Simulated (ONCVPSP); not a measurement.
**Before and after: ONCV potential for Mg (Z = 12)**

```json
{"Element": "Mg (Z = 12)", "Generator": "ONCVPSP 4.0.1", "Type": "optimised norm-conserving Vanderbilt (ONCV)", "Functional": "PBE", "Relativity": "scalar-relativistic", "Frozen core": "[He]", "Valence charge": "10", "Reference configuration": "2s2 2p6 3s2", "Partial waves": "2s+3s: rc 1.15 bohr, ncon 3, nbas 7, qcut 8.6 1/bohr, 2 projectors; 2p: rc 1.05 bohr, ncon 3, nbas 7, qcut 16.2 1/bohr, 2 projectors, debl 2.6 Ha; d scattering state at 0.03 Ha: rc 0.90 bohr, ncon 4, nbas 8, qcut 12.3 1/bohr, local", "Local potential": "the d channel", "Core correction": "polynomial model core, fcfact 0.4"}
```

All-electron outer shells of the reference configuration (PBE, scalar-relativistic, ld1.x):

| shell | level (eV) | outermost node (bohr) | outermost maximum (bohr) |
| --- | --- | --- | --- |
| 1s | -1259.65 | – | 0.09 |
| 2s | -79.85 | 0.18 | 0.54 |
| 2p | -46.61 | – | 0.48 |
| 3s | -4.70 | 0.90 | 2.56 |

Change: s: qcut 7; p: qcut 13.2; d: qcut 10.

Cutoffs: the cutoffs (Ha) at which the residual kinetic energy of the hardest occupied pseudo-wave falls to 1 and 0.1 mHa per electron; they do not see the model core or the augmentation charge, which bear on the density cutoff. Errors are all-electron minus pseudo energies relative to the spin-unpolarised reference configuration.

Problem. Predict the effect on cutoff, ghosts and configuration errors.

Solution. The potential gets softer (82 Ha and 95 Ha → 65 Ha and 74 Ha); the errors of the 4 common tests hardly move; neither file shows a bound ghost.

| quantity | base | changed |
| --- | --- | --- |
| cutoff, loose | 82 Ha | 65 Ha |
| cutoff, tight | 95 Ha | 74 Ha |
| loose cutoff by channel | s 22 Ha, p 82 Ha | s 20 Ha, p 65 Ha |
| bound ghosts | none | none |
| GHOST(+) flags under 300 eV | none | none |
| error for 2s2 2p6 3s1, meV [ΔE 7.96 eV] | -0.2 | -0.2 |
| error for 2s2 2p6 3s0, meV [ΔE 22.99 eV] | -1.4 | -1.6 |
| error for 2s2 2p6 3s1.5, meV [ΔE 3.14 eV] | 0.0 | 0.0 |
| error for 2s1 2p6 3s2, meV [ΔE 91.47 eV] | -250 | -267 |
| s: phases at 1.17 bohr within 0.05 rad from the reference energy up to (Ha; the scan ends near 5) | to the end of the scan | to the end of the scan |
| p: phases at 1.07 bohr within 0.05 rad from the reference energy up to (Ha; the scan ends near 5) | to the end of the scan | to the end of the scan |
| d: phases at 0.91 bohr within 0.05 rad from the reference energy up to (Ha; the scan ends near 5) | to the end of the scan | to the end of the scan |
| rms error of d²Exc/dni dnj with the model core, mHa | 2.00 | 1.91 |
